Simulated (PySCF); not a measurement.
Bonds (- single, = double, # triple, : aromatic): C1-Si2, Si2-N3, N3-Si4, Si2-O5, O5-Si6. C1 carries H7, H8, H9; Si2 carries H10; Si4 carries H11, H12, H13; Si6 carries H14, H15, H16. Formal charges: N3 -1. Stereochemistry as in C[Si@@H]([N-][SiH3])O[SiH3].

Total charge -1.

Geometry: PBE0-D3(BJ)/def2-SVP; GIAO shifts from PySCF 2.14.0 with density-fitted response routines, gas phase, non-relativistic, averaged over equivalent atoms.

At wB97X-D/pcSseg-1 (173 basis functions, 29 s wall time on 1 thread of an x86-64 server CPU, shared host):
```csv
atoms,δ (ppm)
C1,7.3
Si2,-36.9
Si6,-60.9
Si4,-97.0
N3,43.7
O5,59.4
H10,5.22
H11/H12/H13,5.00
H14/H15/H16,4.65
H7/H8/H9,-0.29
```

Chemical shifts δ = σref − σ; 13C (σ = 184.54 ppm), 29Si (σ = 352.93 ppm), 1H (σ = 31.38 ppm) against TMS; NH3 for 15N (σ = 263.98 ppm); H2O for 17O (σ = 333.19 ppm), all at this level.

Estimate the result of repeating the calculation with PBE0/pcSseg-1.

Answers


```
      atoms  δ at PBE0/pcSseg-1  change
         C1                 7.0    -0.3
        Si2               -37.8    -0.9
        Si6               -61.8    -0.9
        Si4               -97.5    -0.5
         N3                51.4    +7.7
         O5                64.3    +4.9
        H10                5.38   +0.16
H11/H12/H13                5.12   +0.12
H14/H15/H16                4.72   +0.07
   H7/H8/H9               -0.29   +0.00
```

Referencing at the same level of theory: 13C (184.41 ppm), 29Si (351.99 ppm), 1H (31.27 ppm) against TMS; 15N (265.67 ppm) against NH3; H2O for 17O (334.56 ppm).

The largest change is at N3 (nitrogen bonded to 2 Si). Cost: 173 basis functions, 24 s wall time on 1 thread of an x86-64 server CPU, shared host.

Experimental scales use liquid or dissolved standards, which lie at an offset from isolated NH3 (liquid NH3: subtract about 20 ppm) and H2O (liquid H2O: subtract about 36 ppm).
